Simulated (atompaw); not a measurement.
## An all-electron radial function and its pseudo partner (Ge (Z = 32))

Columns: radius, all-electron u(r) and pseudo u(r) of the 4p shell (level -11.24 eV) of germanium in the configuration [Ar] 3d10 4s2 4p1; PBE, scalar-relativistic, PAW (atompaw) scheme, atompaw 4.2.0.5.

```tsv
r (bohr)	all-electron	pseudo
0.075	0.1466	0.0020
0.150	0.1388	0.0079
0.225	-0.0007	0.0178
0.300	-0.1464	0.0316
0.375	-0.2429	0.0492
0.450	-0.2806	0.0705
0.525	-0.2693	0.0953
0.600	-0.2232	0.1235
0.675	-0.1555	0.1547
0.750	-0.0762	0.1888
0.825	0.0076	0.2252
0.900	0.0913	0.2635
0.975	0.1717	0.3032
1.050	0.2469	0.3437
1.125	0.3159	0.3844
1.200	0.3783	0.4245
1.275	0.4339	0.4634
1.350	0.4827	0.5004
1.425	0.5250	0.5348
1.500	0.5613	0.5661
1.575	0.5917	0.5938
1.650	0.6168	0.6176
1.725	0.6369	0.6371
1.800	0.6525	0.6525
1.875	0.6638	0.6638
1.950	0.6714	0.6714
```

Problem. How many radial nodes do the two functions have?

Solution. The all-electron 4p function has n − l − 1 = 2; the pseudo-wave has 0, since the states of the same l below it are removed with the core.

Problem. Is the pseudo-wave norm-conserving?

Solution. No, it belongs to a PAW set: the norm inside the radius is not constrained, and the difference is carried by the augmentation charge.
